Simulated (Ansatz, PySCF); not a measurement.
Mg(I)(OSiH3) (H₃IMgOSi), SMILES [SiH3][O][Mg][I]. Atoms are numbered in the order given.

```xyz
7

Mg     0.3702    -0.3096    -0.2821
I     -1.0586     0.8521     1.4834
O      1.3729    -1.1249    -1.5212
Si     2.2928    -1.8727    -2.6596
H      1.4508    -2.7211    -3.5601
H      3.3200    -2.7574    -2.0258
H      3.0116    -0.8744    -3.5118
```

Geometry: B3LYP-D3(BJ)/def2-SVP. The structure was generated by enumeration; whether it is a known compound was not checked. The def2 effective core potentials stand for the cores of I; spin–orbit coupling is left out. Other conformers were not sampled.

Two levels are set side by side: PBE-D3(BJ)/def2-SVP (Ansatz, a program for electronic structure) and B3LYP-D3(BJ)/def2-SVP (Ansatz). Each level has its own optimised geometry; the coordinates shown are those of the second. Frequencies come from the Hessian of PySCF at each geometry. Differences are taken from unrounded values.

```tsv
quantity	B3LYP-D3(BJ)
mean bond length (Å)	1.746
bond Mg1–I2 (Å)	2.551
bond Mg1–O3 (Å)	1.790
bond O3–Si4 (Å)	1.644
bond Si4–H5 (Å)	1.497
bond Si4–H6 (Å)	1.497
bond Si4–H7 (Å)	1.497
highest harmonic wavenumber (cm⁻¹)	2202
mean harmonic wavenumber (cm⁻¹)	883
zero-point energy (kcal/mol)	18.94
```

Q: What does PBE-D3(BJ) give, and how far is it from B3LYP-D3(BJ)? (Estimate from the structure and the level; the computed values follow.)

A: 
| quantity | PBE-D3(BJ) | PBE-D3(BJ) minus B3LYP-D3(BJ) |
|---|---|---|
| mean bond length (Å) | 1.757 | 0.012 |
| bond Mg1–I2 (Å) | 2.558 | 0.007 |
| bond Mg1–O3 (Å) | 1.803 | 0.012 |
| bond O3–Si4 (Å) | 1.654 | 0.011 |
| bond Si4–H5 (Å) | 1.510 | 0.013 |
| bond Si4–H6 (Å) | 1.510 | 0.013 |
| bond Si4–H7 (Å) | 1.510 | 0.013 |
| highest harmonic wavenumber (cm⁻¹) | 2138 | -64 |
| mean harmonic wavenumber (cm⁻¹) | 853 | -30 |
| zero-point energy (kcal/mol) | 18.29 | -0.65 |

Exact exchange shortens and stiffens bonds; PBE has none. Differences between two approximate levels are no errors against the true value.
